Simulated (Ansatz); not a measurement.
Geometry optimisation, UKS PBE/def2-SVP (Ansatz).

input.yaml

```yaml
crystal:
  periodic: [false, false, false]
  atoms:
    - { symbol: W, position_ang: [-0.028027, 0.027959, -0.349266] }
    - { symbol: F, position_ang: [0.390857, -0.390441, 2.633591] }
    - { symbol: F, position_ang: [1.833484, 0.191039, -0.18729] }
    - { symbol: F, position_ang: [-0.039691, 1.788813, 0.300125] }
    - { symbol: F, position_ang: [-1.788933, 0.039645, 0.299968] }
    - { symbol: F, position_ang: [-0.191226, -1.833568, -0.18755] }
    - { symbol: F, position_ang: [0.186356, -0.186234, -2.18168] }
    - { symbol: Cl, position_ang: [-0.362818, 0.362788, 3.822102] }
magnetization:
  spin_polarized: true
  initial_magnetization: 1
basis:
  gaussian: { orbitals: def2-SVP }
hamiltonian:
  xc: pbe
relax:
  f_tol: 0.03
  max_steps: 50
output:
  orbitals: {}
```

Launched with:

```bash
$ ansatz run input.yaml --threads 4 --pin off --max-ram 5120MiB --backend cpu --events-out ev --progress --plain --runs-dir out
```

Where does it end, and by what steps?

The run converged. After 13 steps the energy has fallen by 2.819 eV; F2 moved furthest, 0.81 Å. Parted: F2–Cl8 (1.60 → 2.84 Å). Joined: W1–F2 (3.04 → 1.87 Å).

| step | energy less start (eV) | largest force component (eV/Å) | accepted |
| --- | --- | --- | --- |
| 0 | 0.0000 | 2.398 | yes |
| 1 | -0.1774 | 2.011 | yes |
| 2 | -0.3879 | 2.532 | yes |
| 3 | -0.7167 | 3.386 | yes |
| 4 | -1.0657 | 3.725 | yes |
| 5 | -1.4518 | 3.729 | yes |
| 6 | -2.3265 | 3.243 | yes |
| 7 | -2.6297 | 1.568 | yes |
| 8 | -2.7698 | 0.712 | yes |
| 9 | -2.8138 | 0.057 | yes |
| 10 | -2.8178 | 0.036 | yes |
| 11 | -2.8189 | 0.055 | yes |
| 12 | -2.8189 | 0.061 | yes |
| 13 | -2.8192 | 0.002 | yes |

```xyz
8
Properties=species:S:1:pos:R:3
W 0.121 -0.121 0.030
F 0.479 -0.479 1.830
F 1.950 -0.091 -0.315
F 0.159 1.705 0.379
F -1.705 -0.159 0.379
F 0.091 -1.950 -0.315
F -0.223 0.223 -1.765
Cl -0.872 0.872 3.926
```

Whether the end is a true minimum wasn't checked by a vibrational analysis.

Run time: 91 s on 4 threads of Arm Neoverse V1, on a shared host, peak memory 0.39 GiB.
